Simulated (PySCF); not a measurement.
## How methods differ on the excitation energy of I⁺

I⁺ [Kr] 4d10 5s2 5p4 (3P) → I⁺ [Kr] 4d10 5s2 5p3 5d1 (5D), as a difference of total energies. Computed with PySCF 2.14 in aug-cc-pwCVTZ-PP with ECP28MDF, with a scalar-relativistic core potential. Correlated levels: valence: 4s2 4p6 4d10 frozen. The calculations carry no spin-orbit coupling.

```csv
method,excitation energy (cm⁻¹),error (cm⁻¹)
UHF,76881,-6194
MP2 (valence),80349,-2726
SCS-MP2 (valence),81655,-1419
CCSD (valence),81050,-2024
CCSD(T) (valence),81186,-1888
```

Reference: 83075 cm⁻¹ (measured; NIST levels, between the centres of gravity of the two terms).

Errors of the correlated levels include the incompleteness of this basis and the frozen core.
